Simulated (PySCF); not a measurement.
## Identify the compound

The spectra below were simulated for a compound C$_{5}$H$_{8}$O$_{4}$Si.

¹H NMR (500 MHz, computed): δ 10.36 (d, 1H), 6.17 (m, 1H), 6.16 (m, 1H), 5.88 (m, 1H), 5.67 (m, 1H), 5.47 (m, 1H), 5.45 (m, 1H), 5.24 (m, 1H).

¹³C{¹H} NMR (computed): δ 208.9 (CH), 144.5 (CH), 122.1 (CH2), 97.6 (CH), 94.9 (CH).

- GIAO PBE0/pcSseg-1 shieldings
- coordinates at the GFN2-xTB level
- run in PySCF 2.14
- isolated molecule, non-relativistic Hamiltonian, a single conformation

Referencing at the same level of theory: ¹H (σ = 31.72 ppm) and ¹³C (σ = 186.93 ppm) against TMS.

**Question.** Which of these isomers gave the spectra?
A. O=CO[Si@@H]1COCCC1=O
B. C=CCOC(=O)C(=O)O[SiH3]
C. O=C(O[SiH3])C(=O)OC1CC1
D. C=C[C@@H]1O[SiH2]O[C@@H](C=O)O1

**Answer.** D. 

- The formula gives 3 degrees of unsaturation (1 ring in the answer).
- 5 carbon signals for 5 carbons: no two carbons are equivalent.
- Carbon types of the structure: 4 × CH, 1 × CH2, leaving 2 H on heteroatoms.
- δC 208.9: aldehyde carbonyl carbon; low-lying n→π* states of the double bond to the heteroatom give a large paramagnetic term (-273 ppm).
- δC 144.5: alkene CH; the olefinic region.
- δC 122.1: terminal =CH2 carbon; the olefinic region.
- δC 97.6, 94.9: sp3 carbon bearing two oxygens; 2 electronegative neighbours deshield it.
- δH 10.36: hydrogen on an aldehyde carbonyl carbon; the formyl region, downfield of aromatic protons.

The others: O=C(O[SiH3])C(=O)OC1CC1 would give 4 carbon signals, not 5; C=CCOC(=O)C(=O)O[SiH3] would give 5 signals for carbon-bound and other non-exchanging H, not 8; O=CO[Si@@H]1COCCC1=O has carbons computed at 238.0, 165.2, 74.1, 67.5, 60.8, with a different DEPT pattern.

Shifts are as computed. Against solution values, carbons near 30 ppm lie about +3 ppm off and those near 130 ppm about +5 ppm. Of 1211 compounds with measured shifts, 218 miss one by over three times the rms of a fit or turn the order of signals round; such compounds aren't used in these exercises. Multiplicities follow the n + 1 count of equivalent neighbours, as no J values were calculated; m marks all less simple cases, F and P coupling included.
